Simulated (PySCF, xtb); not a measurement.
Al(Cl)(Me)(NHMe) (C2H7AlClN), SMILES [Cl][Al]([NH]C)[CH3].

GFN2-xTB run with xtb at its own geometry gives an orbital gap of 3.76 eV and a dipole moment of 1.99 D.

Geometry optimised at B3LYP-D3(BJ)/def2-SVP. The structure was generated by enumeration; whether it is a known compound was not checked. Other conformers were not sampled.

What does r2SCAN/def2-TZVP run with PySCF give? (The exact figures need the calculation; the answer reports its results.)

gap 5.46 eV (levels -5.84 and -0.38 eV), dipole 2.24 D.
